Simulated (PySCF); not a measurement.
B(H)2(OEt) (C2H7BO), SMILES BOCC.

Geometry optimised at TPSSh-D3(BJ)/def2-SVP. The structure was generated by enumeration, and PubChem lists no compound with its InChIKey, so it may never have been made. Other conformers were not sampled.

These are PBE/def2-TZVP (PySCF) values and carry that method's errors.

Computed frontier levels, gap, dipole moment and polarisability:
```yaml
highest_occupied_level: -7.03 eV
lowest_empty_level: -1.33 eV
orbital_gap: 5.71 eV
dipole_moment: 1.84 D
quadrupole, principal values (traceless, Buckingham form, about the centre of nuclear charge): -1.39, -0.93, 2.32 D·Å
mean_static_polarisability: 46.5 bohr³ (6.90 Å³)
polarisability_principal_values: 39.1, 42.9, 57.6 bohr³
```
